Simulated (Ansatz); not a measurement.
A nudged elastic band was laid between two geometries of FH3OSi + H2Se (9 atoms, charge 0, multiplicity 1).

All numbers below come from RKS BLYP-D4/def2-SVP in Ansatz 0.2.0.

```yaml
movable_images: 9
climbing_image: yes
spring: 5.0 eV/Å²
optimiser: quadratic models (default)
start_path: through a guess of the saddle point
force_threshold: 0.05 eV/Å
iteration_limit: 51
end_points: relaxed
```

Image 0:

```xyz
9
Properties=species:S:1:pos:R:3
Si -0.605 0.743 0.037
F 1.042 0.813 0.075
H -0.973 0.375 -1.365
H -1.074 -0.210 1.076
O -1.234 2.227 0.476
H 1.769 -1.380 -0.479
Se 1.074 -2.692 -0.569
H -1.118 2.954 -0.164
H 1.119 -2.831 0.913
```

Image 10:

```xyz
9
Properties=species:S:1:pos:R:3
Si -1.109 -0.067 -0.065
F 1.885 1.095 -0.640
H -1.493 0.105 -1.504
H -2.257 -0.539 0.761
O -0.477 1.276 0.684
H 1.753 0.140 -0.562
Se 0.530 -1.766 -0.229
H 0.403 1.531 0.312
H 0.766 -1.775 1.242
```

**Question.** Which bonds break or form, and what moves?

**Answer.** Bonds broken: Si1–F2, H6–Se7. Bonds formed: Si1–Se7, F2–H6. FH3OSi + H2Se becomes FH + H4OSeSi.

**Question.** Give the energies along the band, and the barrier.

**Answer.** It converged. The highest image is number 6 of 0 to 10, 1.49 eV above the first end and 1.00 eV above the last; the last end lies 0.49 eV above the first. A vibrational analysis at the climbing image gives one clearly imaginary mode, 605i cm⁻¹: a first-order saddle point. The orbitals stay closed-shell, which can raise the energy where a bond breaks towards radicals; this wasn't checked here.

```json
{"image": "0", "path coordinate (Å)": "0.00", "energy (eV)": "0.00", "Si1–F2 (Å)": "1.65", "H6–Se7 (Å)": "1.49", "Si1–Se7 (Å)": "3.87"}
{"image": "1", "path coordinate (Å)": "0.64", "energy (eV)": "0.01", "Si1–F2 (Å)": "1.65", "H6–Se7 (Å)": "1.49", "Si1–Se7 (Å)": "3.99"}
{"image": "2", "path coordinate (Å)": "1.28", "energy (eV)": "0.02", "Si1–F2 (Å)": "1.65", "H6–Se7 (Å)": "1.49", "Si1–Se7 (Å)": "4.08"}
{"image": "3", "path coordinate (Å)": "1.92", "energy (eV)": "0.08", "Si1–F2 (Å)": "1.65", "H6–Se7 (Å)": "1.49", "Si1–Se7 (Å)": "3.90"}
{"image": "4", "path coordinate (Å)": "2.56", "energy (eV)": "0.31", "Si1–F2 (Å)": "1.67", "H6–Se7 (Å)": "1.49", "Si1–Se7 (Å)": "3.53"}
{"image": "5", "path coordinate (Å)": "3.20", "energy (eV)": "0.88", "Si1–F2 (Å)": "1.73", "H6–Se7 (Å)": "1.51", "Si1–Se7 (Å)": "3.08"}
{"image": "6", "path coordinate (Å)": "3.84", "energy (eV)": "1.49", "Si1–F2 (Å)": "1.98", "H6–Se7 (Å)": "1.71", "Si1–Se7 (Å)": "2.68"}
{"image": "7", "path coordinate (Å)": "4.32", "energy (eV)": "1.11", "Si1–F2 (Å)": "2.37", "H6–Se7 (Å)": "1.97", "Si1–Se7 (Å)": "2.51"}
{"image": "8", "path coordinate (Å)": "4.80", "energy (eV)": "0.72", "Si1–F2 (Å)": "2.75", "H6–Se7 (Å)": "2.12", "Si1–Se7 (Å)": "2.41"}
{"image": "9", "path coordinate (Å)": "5.28", "energy (eV)": "0.53", "Si1–F2 (Å)": "3.04", "H6–Se7 (Å)": "2.24", "Si1–Se7 (Å)": "2.37"}
{"image": "10", "path coordinate (Å)": "5.77", "energy (eV)": "0.49", "Si1–F2 (Å)": "3.26", "H6–Se7 (Å)": "2.29", "Si1–Se7 (Å)": "2.37"}
```

**Question.** What is the geometry of the highest image?

**Answer.** 
```xyz
9
Properties=species:S:1:pos:R:3:forces:R:3
Si -0.731 0.200 -0.189 0.01 0.01 0.01
F 1.122 0.685 -0.681 0.00 0.01 -0.01
H -1.143 0.286 -1.621 0.00 0.00 0.00
H -1.771 -0.552 0.583 -0.01 0.00 0.00
O -0.708 1.574 0.781 -0.01 0.00 0.01
H 1.457 -0.488 -0.524 0.00 -0.01 0.00
Se 0.774 -2.015 -0.183 0.01 0.00 0.00
H 0.008 2.197 0.548 0.00 -0.01 -0.01
H 0.992 -1.887 1.285 0.00 0.00 0.00
```

**Question.** What are the harmonic wavenumbers there?

**Answer.** 605i, 58, 220, 280, 307, 379, 445, 518, 591, 696, 726, 838, 899, 990, 997, 1026, 1254, 2156, 2188, 2323, 3685 cm⁻¹.

The run took 6.3 min on 2 threads of Intel(R) Xeon(R) Platinum 8259CL CPU @ 2.50GHz (Skylake/Cascade Lake), on a shared host, peak memory 0.19 GiB.
